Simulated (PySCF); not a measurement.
Cl2Zn, singlet, at a GFN2-xTB geometry (such geometries of metal compounds can be far from the true shape), with bond 2-1 at 2.0 times its length; PySCF with PBE/pcseg-1.

Here is a job for PySCF.
```python
from pyscf import gto, scf, dft

mol = gto.M(
    atom='''
Zn    0.108251    0.380594    0.212101
Cl    2.509830   -0.392545   -3.203829
Cl   -1.500072   -0.665660    1.121568
''',
    basis='pcseg-1',
    charge=0,
    spin=0,
    verbose=4,
)

mf = dft.RKS(mol)
mf.xc = 'pbe'
mf.conv_tol = 1e-7
mf.kernel()
```

Output, abridged:

```
PySCF version 2.14.0

[INPUT] verbose = 4
[INPUT] num. atoms = 3
[INPUT] num. electrons = 64
[INPUT] charge = 0
[INPUT] spin (= nelec alpha-beta = 2S) = 0
[INPUT] symmetry False subgroup None
[INPUT] Mole.unit = angstrom
[INPUT] Symbol           X                Y                Z      unit          X                Y                Z       unit  Magmom
[INPUT]  1 Zn     0.108251000000   0.380594000000   0.212101000000 AA    0.204564742710   0.719218424653   0.400812800746 Bohr   0.0
[INPUT]  2 Cl     2.509830000000  -0.392545000000  -3.203829000000 AA    4.742891319217  -0.741802541567  -6.054359359939 Bohr   0.0
[INPUT]  3 Cl    -1.500072000000  -0.665660000000   1.121568000000 AA   -2.834725247129  -1.257915092078   2.119456350076 Bohr   0.0

nuclear repulsion = 216.555729304933
number of shells = 10
number of NR pGTOs = 169
number of NR cGTOs = 67
basis = pcseg-1
ecp = {}

******** <class 'pyscf.dft.rks.RKS'> ********
method = RKS
initial guess = minao
damping factor = 0
level_shift factor = 0
DIIS = <class 'pyscf.scf.diis.CDIIS'>
diis_start_cycle = 1
diis_space = 8
diis_damp = 0
SCF conv_tol = 1e-07
SCF conv_tol_grad = None
SCF max_cycles = 50
direct_scf = True
direct_scf_tol = 1e-13
XC library pyscf.dft.libxc version 7.1.2
    S. Lehtola, C. Steigemann, M. J. T. Oliveira, and M. A. L. Marques,  SoftwareX 7, 1–5 (2018)
XC functionals = pbe
    J. P. Perdew, K. Burke, and M. Ernzerhof,  Phys. Rev. Lett. 77, 3865 (1996)
    J. P. Perdew, K. Burke, and M. Ernzerhof,  Phys. Rev. Lett. 78, 1396 (1997)
    J. P. Perdew, K. Burke, and M. Ernzerhof,  Phys. Rev. Lett. 77, 3865 (1996)
    J. P. Perdew, K. Burke, and M. Ernzerhof,  Phys. Rev. Lett. 78, 1396 (1997)
radial grids:
    Treutler-Ahlrichs [JCP 102, 346 (1995); DOI:10.1063/1.469408] (M4) radial grids

becke partition: Becke, JCP 88, 2547 (1988); DOI:10.1063/1.454033
pruning grids: <function nwchem_prune>
grids dens level: 3
symmetrized grids: False
atomic radii adjust function: <function treutler_atomic_radii_adjust>
small_rho_cutoff = 0
Set gradient conv threshold to 0.000316228
Initial guess from minao.
tot grids = 58400
init E= -2698.48696718009
  HOMO = -0.255821925960301  LUMO = -0.153093265954159  gap/eV = 2.79539
cycle= 1 E= -2698.46516681183  delta_E= 0.0218  |g|= 1.41  |ddm|= 2.21
  HOMO = -0.20846476253049  LUMO = -0.0588795008558876  gap/eV = 4.07042
cycle= 2 E= -2688.99368062267  delta_E= 9.47  |g|= 2.67  |ddm|=  6.2
  HOMO = -0.0971171305785053  LUMO = -0.0231675818694264  gap/eV = 2.01227
cycle= 3 E= -2698.37728640603  delta_E= -9.38  |g|= 1.03  |ddm|= 6.47
  HOMO = -0.183573495477845  LUMO = -0.0833639798871912  gap/eV = 2.72684
cycle= 4 E= -2698.63628034681  delta_E= -0.259  |g|= 0.71  |ddm|= 0.918

WARN: HOMO -0.154833822503505 == LUMO -0.154745335825623

cycle= 5 E= -2698.24828710837  delta_E= 0.388  |g|= 0.771  |ddm|= 3.32

WARN: HOMO -0.216771278512668 == LUMO -0.215790483770915

cycle= 6 E= -2698.34409340078  delta_E= -0.0958  |g|= 0.597  |ddm|= 2.34
  HOMO = -0.261850707151982  LUMO = -0.211701312150113  gap/eV = 1.36463
cycle= 7 E= -2698.79465620339  delta_E= -0.451  |g|= 0.352  |ddm|= 2.88
  HOMO = -0.212216841837377  LUMO = -0.210079281996275  gap/eV = 0.05817
cycle= 8 E= -2698.43729893953  delta_E= 0.357  |g|= 0.626  |ddm|= 2.66

WARN: HOMO -0.228784506706277 == LUMO -0.22835516626409

cycle= 9 E= -2698.59231209768  delta_E= -0.155  |g|= 0.608  |ddm|=  2.2
  HOMO = -0.263983082988427  LUMO = -0.214588481392006  gap/eV = 1.34410
cycle= 10 E= -2698.79210859146  delta_E= -0.2  |g|= 0.336  |ddm|= 2.58
  HOMO = -0.248163298972457  LUMO = -0.222323854408621  gap/eV = 0.70313
cycle= 11 E= -2698.81919588521  delta_E= -0.0271  |g|= 0.307  |ddm|= 0.273
  HOMO = -0.261462392664383  LUMO = -0.21670788661267  gap/eV = 1.21783
cycle= 12 E= -2698.79312023952  delta_E= 0.0261  |g|= 0.346  |ddm|= 0.254
  HOMO = -0.271085005081723  LUMO = -0.210695689853395  gap/eV = 1.64328
cycle= 13 E= -2698.78424353805  delta_E= 0.00888  |g|= 0.36  |ddm|= 0.0823
  HOMO = -0.264274689675297  LUMO = -0.214333531520239  gap/eV = 1.35897
cycle= 14 E= -2698.7895071243  delta_E= -0.00526  |g|= 0.35  |ddm|= 0.0478
  HOMO = -0.250622562118776  LUMO = -0.221997138339404  gap/eV = 0.77894
cycle= 15 E= -2698.80436725865  delta_E= -0.0149  |g|= 0.319  |ddm|= 0.131
  HOMO = -0.25596998372971  LUMO = -0.219762394688318  gap/eV = 0.98526
cycle= 16 E= -2698.79765485336  delta_E= 0.00671  |g|= 0.33  |ddm|= 0.0657
  HOMO = -0.216683528148956  LUMO = -0.213971347561377  gap/eV = 0.07380
cycle= 17 E= -2698.34974333263  delta_E= 0.448  |g|= 0.587  |ddm|= 2.92
  HOMO = -0.256754251867756  LUMO = -0.208995143999933  gap/eV = 1.29959
cycle= 18 E= -2698.79946807913  delta_E= -0.45  |g|= 0.33  |ddm|= 2.94
  HOMO = -0.241657372120054  LUMO = -0.22265724599426  gap/eV = 0.51702
cycle= 19 E= -2698.85163317061  delta_E= -0.0522  |g|= 0.252  |ddm|= 0.504
  HOMO = -0.238284386195473  LUMO = -0.222006394564238  gap/eV = 0.44295
cycle= 20 E= -2698.84639910828  delta_E= 0.00523  |g|= 0.259  |ddm|= 0.0899
  HOMO = -0.258618973246681  LUMO = -0.213606102476288  gap/eV = 1.22486
cycle= 21 E= -2698.79625109115  delta_E= 0.0501  |g|= 0.322  |ddm|= 0.475
  HOMO = -0.254545060374902  LUMO = -0.217265141141776  gap/eV = 1.01444
cycle= 22 E= -2698.80235051392  delta_E= -0.0061  |g|= 0.316  |ddm|= 0.0869
  HOMO = -0.246895521544659  LUMO = -0.22294933985189  gap/eV = 0.65161
cycle= 23 E= -2698.81816090474  delta_E= -0.0158  |g|= 0.287  |ddm|= 0.166
  HOMO = -0.247667121427438  LUMO = -0.219802275037767  gap/eV = 0.75824
cycle= 24 E= -2698.82606614975  delta_E= -0.00791  |g|= 0.287  |ddm|= 0.129
  HOMO = -0.246624210768558  LUMO = -0.221114019140987  gap/eV = 0.69417
cycle= 25 E= -2698.83195162292  delta_E= -0.00589  |g|= 0.278  |ddm|= 0.0584

WARN: HOMO -0.192910628852384 == LUMO -0.192735029047289

cycle= 26 E= -2698.32063096666  delta_E= 0.511  |g|= 0.646  |ddm|= 2.91
  HOMO = -0.232287028149916  LUMO = -0.226141875317164  gap/eV = 0.16722
cycle= 27 E= -2698.89651876813  delta_E= -0.576  |g|= 0.0586  |ddm|= 2.82

WARN: HOMO -0.233123218423398 == LUMO -0.233070369358995

cycle= 28 E= -2698.71537923946  delta_E= 0.181  |g|= 0.509  |ddm|= 2.24

WARN: HOMO -0.233153927738754 == LUMO -0.232947340871446

cycle= 29 E= -2698.89021213172  delta_E= -0.175  |g|= 0.097  |ddm|= 1.66
  HOMO = -0.23331334402006  LUMO = -0.231858642370578  gap/eV = 0.03958
cycle= 30 E= -2698.88736594642  delta_E= 0.00285  |g|= 0.112  |ddm|= 1.83
  HOMO = -0.232717677505867  LUMO = -0.231582310542773  gap/eV = 0.03089
cycle= 31 E= -2698.88801179859  delta_E= -0.000646  |g|= 0.121  |ddm|= 0.955

WARN: HOMO -0.232670253533307 == LUMO -0.231930383883913

cycle= 32 E= -2698.88703560566  delta_E= 0.000976  |g|= 0.127  |ddm|= 0.108
  HOMO = -0.232894512920679  LUMO = -0.231884193025254  gap/eV = 0.02749
cycle= 33 E= -2698.88656148227  delta_E= 0.000474  |g|= 0.129  |ddm|= 0.107
  HOMO = -0.233638205624833  LUMO = -0.231097222888778  gap/eV = 0.06914
cycle= 34 E= -2698.88274842351  delta_E= 0.00381  |g|= 0.147  |ddm|= 0.122
  HOMO = -0.234539895361062  LUMO = -0.231222411724823  gap/eV = 0.09027
cycle= 35 E= -2698.87647498852  delta_E= 0.00627  |g|= 0.172  |ddm|= 0.0912
  HOMO = -0.236736785834605  LUMO = -0.230996301616752  gap/eV = 0.15621
cycle= 36 E= -2698.86173588958  delta_E= 0.0147  |g|= 0.218  |ddm|= 0.187

WARN: HOMO -0.233509982152876 == LUMO -0.232993735246844

cycle= 37 E= -2698.5028461544  delta_E= 0.359  |g|= 0.612  |ddm|= 2.65

WARN: HOMO -0.23259690161092 == LUMO -0.231705324887696

cycle= 38 E= -2698.41350960681  delta_E= 0.0893  |g|= 0.589  |ddm|= 0.399

WARN: HOMO -0.229657081758142 == LUMO -0.228892442062988

cycle= 39 E= -2698.36317751269  delta_E= 0.0503  |g|= 0.568  |ddm|= 0.474
  HOMO = -0.232101677608509  LUMO = -0.230699116632596  gap/eV = 0.03817
cycle= 40 E= -2698.41439628659  delta_E= -0.0512  |g|= 0.595  |ddm|= 1.96
  HOMO = -0.232389950628227  LUMO = -0.228989874325551  gap/eV = 0.09252
cycle= 41 E= -2698.55039485748  delta_E= -0.136  |g|= 0.608  |ddm|= 1.75
  HOMO = -0.233810017086849  LUMO = -0.231643142669288  gap/eV = 0.05896
cycle= 42 E= -2698.8727414747  delta_E= -0.322  |g|= 0.185  |ddm|= 2.42
  HOMO = -0.228235341336899  LUMO = -0.224900707697269  gap/eV = 0.09074
cycle= 43 E= -2698.36172493826  delta_E= 0.511  |g|= 0.565  |ddm|= 2.85
  HOMO = -0.233081337932756  LUMO = -0.228739324822244  gap/eV = 0.11815
cycle= 44 E= -2698.8917332068  delta_E= -0.53  |g|= 0.0861  |ddm|= 2.66
  HOMO = -0.236274030873623  LUMO = -0.230027359722563  gap/eV = 0.16998
cycle= 45 E= -2698.87132800962  delta_E= 0.0204  |g|= 0.19  |ddm|= 1.11
  HOMO = -0.239529464065824  LUMO = -0.229280505612613  gap/eV = 0.27889
cycle= 46 E= -2698.8476022166  delta_E= 0.0237  |g|= 0.245  |ddm|= 0.246
  HOMO = -0.239036659766806  LUMO = -0.230347432492406  gap/eV = 0.23645
cycle= 47 E= -2698.85367994928  delta_E= -0.00608  |g|= 0.234  |ddm|= 0.171
  HOMO = -0.23899013359271  LUMO = -0.229337962495262  gap/eV = 0.26265
cycle= 48 E= -2698.84603208153  delta_E= 0.00765  |g|= 0.251  |ddm|= 0.164
  HOMO = -0.237926524192395  LUMO = -0.229831513626365  gap/eV = 0.22028
cycle= 49 E= -2698.85160713948  delta_E= -0.00558  |g|= 0.24  |ddm|= 0.0713

WARN: HOMO -0.232238904740226 == LUMO -0.231560551806593

cycle= 50 E= -2698.75357084943  delta_E= 0.098  |g|= 0.465  |ddm|= 1.95
SCF not converged.
SCF energy = -2698.75357084943
```

The run did not converge; its last values are not results.
